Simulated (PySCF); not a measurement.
C2H7NSi3, SMILES C#C[SiH]1[SiH2]N[SiH2]1. Geometry optimised at PBE-D3(BJ)/def2-SVP. This is a generated structure with no PubChem entry under its InChIKey; it may be hypothetical.

Computed equilibrium geometry at PBE-D3(BJ)/def2-SVP (PySCF confirms it by a frequency run) as Cartesian coordinates in Å, and its point group:
point group Cs.
```xyz
13

C      3.3409    -0.6868     0.0000
C      2.2770    -0.0698     0.0000
Si     0.6670     0.8002     0.0000
Si    -0.9843    -0.0808     1.4485
N     -1.8947    -0.5355     0.0000
Si    -0.9843    -0.0808    -1.4485
H      4.2790    -1.2265     0.0000
H      0.8707     2.2893     0.0000
H     -0.5674    -1.2471     2.3107
H     -1.7166     0.8925     2.3419
H     -2.8041    -1.0075     0.0000
H     -1.7166     0.8925    -2.3419
H     -0.5674    -1.2471    -2.3107
```
